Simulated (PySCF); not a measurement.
Al(F)(Et)(OH) (C₂H₆AlFO), SMILES C[CH2][Al]([OH])[F].

Geometry: PBE-D3(BJ)/def2-SVP. One conformer was computed; it need not be the lowest.

Method: PBE-D3(BJ)/def2-SVP in PySCF 2.14.0.

Frequencies are harmonic and unscaled.

```json
[
 {"mode": "1", "ν (cm⁻¹)": "25", "IR (km/mol)": "0.2", "moving atoms (share of kinetic energy)": "H 45 %, C 33 %, F 15 %"},
 {"mode": "2", "ν (cm⁻¹)": "104", "IR (km/mol)": "0.0", "moving atoms (share of kinetic energy)": "O 33 %, C 28 %, H 19 %, F 11 %, Al 9 %"},
 {"mode": "3", "ν (cm⁻¹)": "162", "IR (km/mol)": "2.6", "moving atoms (share of kinetic energy)": "H 60 %, Al 23 %, F 9 %"},
 {"mode": "4", "ν (cm⁻¹)": "222", "IR (km/mol)": "39.8", "moving atoms (share of kinetic energy)": "F 42 %, O 21 %, C 14 %, H 13 %, Al 10 %"},
 {"mode": "5", "ν (cm⁻¹)": "260", "IR (km/mol)": "11.8", "moving atoms (share of kinetic energy)": "H 49 %, Al 36 %"},
 {"mode": "6", "ν (cm⁻¹)": "289", "IR (km/mol)": "4.0", "moving atoms (share of kinetic energy)": "C 41 %, H 19 %, Al 17 %, F 16 %"},
 {"mode": "7", "ν (cm⁻¹)": "376", "IR (km/mol)": "149.6", "moving atoms (share of kinetic energy)": "H 86 %, O 11 %"},
 {"mode": "8", "ν (cm⁻¹)": "556", "IR (km/mol)": "4.5", "moving atoms (share of kinetic energy)": "C 45 %, O 19 %, H 16 %, F 12 %, Al 8 %"},
 {"mode": "9", "ν (cm⁻¹)": "581", "IR (km/mol)": "130.8", "moving atoms (share of kinetic energy)": "H 75 %, O 19 %"},
 {"mode": "10", "ν (cm⁻¹)": "590", "IR (km/mol)": "33.8", "moving atoms (share of kinetic energy)": "H 73 %, C 21 %"},
 {"mode": "11", "ν (cm⁻¹)": "809", "IR (km/mol)": "129.8", "moving atoms (share of kinetic energy)": "Al 43 %, F 31 %, O 14 %, H 9 %"},
 {"mode": "12", "ν (cm⁻¹)": "896", "IR (km/mol)": "87.7", "moving atoms (share of kinetic energy)": "Al 43 %, O 27 %, F 16 %, H 13 %"},
 {"mode": "13", "ν (cm⁻¹)": "905", "IR (km/mol)": "2.4", "moving atoms (share of kinetic energy)": "H 91 %, C 8 %"},
 {"mode": "14", "ν (cm⁻¹)": "938", "IR (km/mol)": "20.3", "moving atoms (share of kinetic energy)": "H 76 %, C 13 %"},
 {"mode": "15", "ν (cm⁻¹)": "1021", "IR (km/mol)": "17.4", "moving atoms (share of kinetic energy)": "C 74 %, H 25 %"},
 {"mode": "16", "ν (cm⁻¹)": "1177", "IR (km/mol)": "1.1", "moving atoms (share of kinetic energy)": "H 60 %, C 39 %"},
 {"mode": "17", "ν (cm⁻¹)": "1199", "IR (km/mol)": "3.2", "moving atoms (share of kinetic energy)": "H 77 %, C 22 %"},
 {"mode": "18", "ν (cm⁻¹)": "1349", "IR (km/mol)": "3.9", "moving atoms (share of kinetic energy)": "H 83 %, C 17 %"},
 {"mode": "19", "ν (cm⁻¹)": "1376", "IR (km/mol)": "3.8", "moving atoms (share of kinetic energy)": "H 90 %, C 10 %"},
 {"mode": "20", "ν (cm⁻¹)": "1423", "IR (km/mol)": "4.1", "moving atoms (share of kinetic energy)": "H 97 %"},
 {"mode": "21", "ν (cm⁻¹)": "1429", "IR (km/mol)": "6.2", "moving atoms (share of kinetic energy)": "H 97 %"},
 {"mode": "22", "ν (cm⁻¹)": "2959", "IR (km/mol)": "18.9", "moving atoms (share of kinetic energy)": "H 95 %"},
 {"mode": "23", "ν (cm⁻¹)": "2964", "IR (km/mol)": "30.3", "moving atoms (share of kinetic energy)": "H 97 %"},
 {"mode": "24", "ν (cm⁻¹)": "3002", "IR (km/mol)": "4.6", "moving atoms (share of kinetic energy)": "H 91 %, C 9 %"},
 {"mode": "25", "ν (cm⁻¹)": "3042", "IR (km/mol)": "20.1", "moving atoms (share of kinetic energy)": "H 91 %, C 9 %"},
 {"mode": "26", "ν (cm⁻¹)": "3058", "IR (km/mol)": "18.2", "moving atoms (share of kinetic energy)": "H 91 %, C 9 %"},
 {"mode": "27", "ν (cm⁻¹)": "3810", "IR (km/mol)": "70.7", "moving atoms (share of kinetic energy)": "H 94 %"}
]
```
